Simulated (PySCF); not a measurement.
C3H6N2Si. Atoms are numbered in the order given.

```xyz
12

C      0.0000     1.4433    -0.2397
N      0.0000     1.2880     1.0272
C      0.0000     0.0000     1.6855
N      0.0000    -1.2880     1.0272
C      0.0000    -1.4433    -0.2397
Si     0.0000     0.0000    -1.4640
H      0.0000     2.4917    -0.5916
H      0.8698     0.0000     2.3691
H     -0.8698     0.0000     2.3691
H      0.0000    -2.4917    -0.5916
H     -1.2091     0.0000    -2.3381
H      1.2091     0.0000    -2.3381
```
Charge 0, spin multiplicity 1.

Geometry: B3LYP-D3(BJ)/def2-SVP. This is a generated structure with no PubChem entry under its InChIKey; it may be hypothetical. The values are those of a single conformer.

The numbers are results of PBE/pcSseg-1 (PySCF), not measurements.

GIAO shieldings, no solvent; atoms alike by connectivity are averaged. δ = σ(ref) − σ: ¹³C against TMS (σ = 182.0 ppm); ¹⁵N against NH3 (σ = 267.0 ppm); ²⁹Si against TMS (σ = 335.4 ppm); ¹H against TMS (σ = 31.49 ppm), references at their B3LYP-D3(BJ)/def2-TZVP geometries, non-relativistic.

Computed chemical shifts:
| nucleus | atoms | count | δ (ppm) |
|---|---|---|---|
| ¹³C | C1, C5 | 2 | 174.5 |
| ¹³C | C3 | 1 | 84.1 |
| ¹⁵N | N2, N4 | 2 | 478.8 |
| ²⁹Si | Si6 | 1 | -140.3 |
| ¹H | H7, H10 | 2 | 9.72 |
| ¹H | H8, H9 | 2 | 7.02 |
| ¹H | H11, H12 | 2 | 4.11 |
